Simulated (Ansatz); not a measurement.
```yaml
atoms:
  - { symbol: C, position_ang: [0.6144, 0.7207, 0.0000] }
  - { symbol: C, position_ang: [-0.6144, 0.7207, 0.0000] }
  - { symbol: C, position_ang: [-0.6144, -0.7207, 0.0000] }
  - { symbol: C, position_ang: [0.6144, -0.7207, 0.0000] }
  - { symbol: H, position_ang: [1.3256, 1.4290, 0.0000] }
  - { symbol: H, position_ang: [-1.3256, 1.4290, 0.0000] }
  - { symbol: H, position_ang: [-1.3256, -1.4290, 0.0000] }
  - { symbol: H, position_ang: [1.3256, -1.4290, 0.0000] }
```

Basis set: 6-31G* (spherical functions). Correlated methods keep 4 orbitals frozen. Charge 0, multiplicity 1.

Computed with Ansatz (development build ahead of 0.2.0); each method stands on the lowest determinant of its kind that the runs found. Restricted open shells among the atoms or ions are ROHF, correlated in semicanonical orbitals with singles.

Task: Give the atomization energy at this shape (free ground-state atoms in the same class of orbitals less the molecule, no zero-point energy) of singlet C₄H₄ by RHF-MP2, RHF.

Result:

```csv
method,atomization energy
RHF-MP2,3004.8 kJ/mol
RHF,2309.1 kJ/mol
```

Caution: in another basis set an unrestricted determinant lies well below.
